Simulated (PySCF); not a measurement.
Precursor series Ta Cl-F. All species are isolated molecules in the gas phase.

All values below come from B3LYP-D3(BJ)/def2-TZVP // PBE-D3(BJ)/def2-SVP in PySCF. B3LYP has the VWN-RPA correlation part, as in Gaussian. 

```tsv
species	LUMO (eV)	coordination number
0 of 5 Cl replaced by F	-4.02	5
1 of 5 Cl replaced by F ([Ta(Cl)4(F)])	___	___
2 of 5 Cl replaced by F ([Ta(Cl)3(F)2])	-3.82	5
3 of 5 Cl replaced by F ([Ta(Cl)2(F)3])	___	5
4 of 5 Cl replaced by F ([Ta(Cl)(F)4])	-3.06	5
5 of 5 Cl replaced by F	-3.07	5
```

**Question.** Complete the blanks.

**Answer.** 
- 1 of 5 Cl replaced by F ([Ta(Cl)4(F)]), LUMO (eV): -3.71
- 1 of 5 Cl replaced by F ([Ta(Cl)4(F)]), coordination number: 5
- 3 of 5 Cl replaced by F ([Ta(Cl)2(F)3]), LUMO (eV): -3.43
